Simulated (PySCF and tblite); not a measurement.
The numbers below are computed, except where a source is named.
Barrier and rate of a rotation

System: C5H4OSe, numbered as in [O:1]=[CH:2][c:3]1[cH:4][cH:5][se:6][cH:7]1.

Motion: rotation about the C3–C2 bond (torsion C4–C3–C2–O1 from -180° to 0°, rising). Geometries: GFN2-xTB; energies: PBE/pcSseg-1 + D3(BJ), IEF-PCM cyclohexane; zero-point and thermal terms from GFN2-xTB harmonic modes (soft modes blended into free rotors). Rate constants are transition-state-theory values, counting equivalent paths, without tunnelling. Run with tblite and PySCF.

| point | symmetry | E(GFN2) kcal/mol | E(DFT) kcal/mol | ZPE change kcal/mol | lowest mode cm⁻¹ | dipole D |
| --- | --- | --- | --- | --- | --- | --- |
| start | Cs | 0.0 | 0.0 | 0.00 | 113 | 3.77 |
| saddle | C1 | 6.5 | 10.0 | -0.45 | 153i | 2.78 |
| end | Cs | 0.3 | -0.9 | -0.01 | 98 | 3.77 |

```json
{"Electronic barrier": "10.0 kcal/mol", "Barrier with zero-point energy": "9.6 kcal/mol", "ΔH‡ (298 K)": "9.2 kcal/mol", "ΔS‡ (298 K, symmetry apart)": "-2.2 cal/(mol K)", "Paths": "2 equivalent paths", "End point": "a different minimum", "Mean lifetime of the start against this motion at 298 K": "1.5 µs", "Cost": "62 s on 1 thread of Intel Xeon @ 2.80GHz (shared host) (rough), peak memory 0.7 GiB, launched as `OMP_NUM_THREADS=1 python ens_run.py task.json out`"}
```

```json
{"T/K": "200", "ΔG‡ kcal/mol": "9.7", "k s⁻¹": "195", "ΔG kcal/mol": "-0.9", "k back s⁻¹": "20"}
{"T/K": "250", "ΔG‡ kcal/mol": "9.8", "k s⁻¹": "2.8×10⁴", "ΔG kcal/mol": "-0.9", "k back s⁻¹": "4620"}
{"T/K": "298", "ΔG‡ kcal/mol": "9.9", "k s⁻¹": "6.9×10⁵", "ΔG kcal/mol": "-0.9", "k back s⁻¹": "1.6×10⁵"}
{"T/K": "350", "ΔG‡ kcal/mol": "10.0", "k s⁻¹": "8.2×10⁶", "ΔG kcal/mol": "-0.9", "k back s⁻¹": "2.4×10⁶"}
{"T/K": "400", "ΔG‡ kcal/mol": "10.1", "k s⁻¹": "4.9×10⁷", "ΔG kcal/mol": "-0.8", "k back s⁻¹": "1.7×10⁷"}
```

ΔG and ΔG‡ leave out symmetry numbers and mirror images; rates count paths: 2 out, 2 back.

Spin–orbit effects of heavy atoms on shieldings are missing.
